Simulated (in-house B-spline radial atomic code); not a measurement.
Binding energies in the promethium ion Pm²⁺

NIST's tabulated ground configuration is [Xe] 4f5; each binding energy is the energy of the ion with one electron taken from that subshell, relaxed, less that of the parent. All numbers are computed (Dirac-Hartree-Fock, average of configuration; Fermi nucleus of rms radius 4.962 fm) with an all-electron radial atomic-structure program (B-spline basis), not measured. Energies include first-order Breit, QED and recoil terms.

| subshell | X-ray name | binding energy (eV) | -ε (eV) | relaxation (eV) |
| --- | --- | --- | --- | --- |
| 1s | K | 45201.4 | 45460.7 | 75.1 |
| 2s | L1 | 7451.7 | 7515.0 | 42.5 |
| 2p3/2 | L3 | 6478.6 | 6536.9 | 44.5 |
| 3s | M1 | 1671.4 | 1697.1 | 21.8 |
| 3p3/2 | M3 | 1378.9 | 1402.8 | 21.7 |
| 3d3/2 | M4 | 1071.2 | 1096.0 | 23.6 |
| 3d5/2 | M5 | 1047.3 | 1071.3 | 23.3 |
| 4s | N1 | 359.6 | 369.2 | 8.9 |
| 4p1/2 | N2 | 289.9 | 299.1 | 8.5 |
| 4p3/2 | N3 | 265.4 | 273.7 | 8.0 |
| 4d3/2 | N4 | 149.4 | 156.8 | 7.3 |
| 4d5/2 | N5 | 145.1 | 152.2 | 7.1 |
| 5s | O1 | 63.51 | 64.84 | 1.21 |
| 5p1/2 | O2 | 42.61 | 43.69 | 1.00 |
| 5p3/2 | O3 | 39.27 | 40.16 | 0.86 |
| 4f | N6,7 | 19.23 | 23.42 | 4.31 |

Relaxation = -ε minus the binding energy without Breit, QED and recoil terms.

Emission lines follow as differences of binding energies, with λ = 12398.42 eV·Å / E:

| line | holes | energy (eV) | wavelength (Å) |
| --- | --- | --- | --- |
| K-L3 | 1s → 2p3/2 | 38722.8 | 0.32018 |
| K-M3 | 1s → 3p3/2 | 43822.5 | 0.28292 |
| L3-M5 | 2p3/2 → 3d5/2 | 5431.3 | 2.2828 |
| L1-M3 | 2s → 3p3/2 | 6072.8 | 2.0416 |
| L3-M1 | 2p3/2 → 3s | 4807.2 | 2.5791 |

What screening constant σ does Moseley's law, E = (3/4)·13.6057 eV·(Z - σ)², need for K-L3?

σ = -0.60.

Moseley's non-relativistic formula needs a falling, then negative, screening constant for heavy elements, because relativity binds the 1s electron more strongly than the formula allows.
